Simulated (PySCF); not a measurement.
Cartesian coordinates (Å):
```xyz
7

N      1.0393    -0.0524    -0.1736
Si    -0.6615     0.0438     0.0236
H      1.6378     0.7138     0.0844
H      1.5217    -0.9331    -0.1136
H     -1.2771    -1.0452    -0.7649
H     -1.1073     1.3624    -0.4754
H     -1.1529    -0.0893     1.4195
```
Charge 0, spin multiplicity 1.

**Question.** Give the total energy, HOMO and LUMO at the level PySCF with PBE-D3(BJ)/def2-TZVP // CAM-B3LYP-D3(BJ)/def2-TZVP.

**Answer.** 
- total energy: -347.0720 Ha
- HOMO: -5.92 eV
- LUMO: -0.44 eV
